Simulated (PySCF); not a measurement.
I2Si, neutral, multiplicity 1. Atoms are numbered in the order given.

```xyz
3

Si     0.0000     0.0000     1.3619
I      0.0000     1.9636    -0.1799
I      0.0000    -1.9636    -0.1799
```
Charge 0, spin multiplicity 1.

Coordinates come from a r2SCAN-D4/def2-SVP optimisation. The def2 effective core potentials stand for the cores of I; spin–orbit coupling is left out.

Level of theory: HF/def2-TZVPD in PySCF.

The molecule is in vacuum.

- total energy: -882.31164 hartree
- point group: C2v
- highest occupied level: -9.27 eV
- lowest empty level: -0.38 eV
- orbital gap: 8.90 eV
- dipole moment: 1.02 D
- quadrupole, principal values (traceless, Buckingham form, about the centre of nuclear charge): -3.28, 0.86, 2.42 D·Å
- mean static polarisability: 103.7 bohr³ (15.37 Å³)
- polarisability, principal values: 75.2, 96.6, 139.4 bohr³
